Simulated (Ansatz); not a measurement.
Consider the β-hydride elimination: `C[NH][GeH]([F])[O]C` → `C[NH][GeH2][F]` + `C=O`.

Gas-phase electronic energies from Ansatz, PBE0-D4/def2-TZVP geometries. CBS: MP2 limit from def2 TZ/QZ plus the TZ coupled-cluster correction, frozen cores. This one scheme is used for every species. Functionals use def2-TZVPP. B3LYP here is the variant with VWN-RPA as its local correlation; programs differ in this. For Ge outer-core shells are correlated without core-valence functions, which leaves a few kJ/mol of doubt a bond. Scalar relativity is left out up to krypton. Each species was taken in one conformer, which may not be the lowest.

CCSD(T)/CBS gives +151.9 kJ/mol.

(1) Another level gave +143.6 kJ/mol. Which?
A. PBE-D4/def2-TZVPP
B. PBE0/def2-TZVPP
C. B3LYP/def2-TZVPP
D. r2SCAN-D4/def2-TZVPP

Largest T1 diagnostic among the species: 0.015.

## Answers

(1) A. PBE-D4 143.6, r2SCAN-D4 156.3, B3LYP 129.5, PBE0 149.9 kJ/mol.

From PBE to PBE0 (25 % exact exchange), in def2-TZVPP and without D4, ΔE moves by +14.3 kJ/mol. The D4 term adds +12.6 kJ/mol with B3LYP and +7.0 kJ/mol with PBE0; it sums over pairs of atoms, weighted by their polarisabilities, and B3LYP, whose exchange is more repulsive, gets the larger term.
